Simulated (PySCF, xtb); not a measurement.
B(F)(NMe2)(SiH3) (C2H9BFNSi), SMILES CN(B([SiH3])F)C. Other conformers were not sampled.

Harmonic wavenumbers (cm⁻¹) from GFN2-xTB (xtb) at its own minimum, in rising order: 78, 103, 156, 162, 170, 276, 283, 368, 380, 409, 506, 558, 578, 821, 825, 828, 934, 1052, 1089, 1131, 1139, 1151, 1216, 1413, 1416, 1453, 1470, 1480, 1485, 1515, 2167, 2174, 2239, 2934, 2941, 2956, 2964, 3044, 3058.

What does ωB97X-D3(BJ)/def2-SVP (PySCF) give at its own minimum? (An estimate is asked for; the answer gives what the named calculation found.)

94, 108, 156, 168, 183, 276, 293, 364, 410, 417, 572, 600, 661, 909, 948, 961, 963, 1090, 1119, 1147, 1182, 1245, 1304, 1443, 1464, 1465, 1479, 1483, 1489, 1576, 2222, 2227, 2251, 3040, 3045, 3112, 3117, 3179, 3204. Paired by order, the mean absolute difference is 53 cm⁻¹ and the zero-point energies are 69.9 and 72.9 kcal/mol.
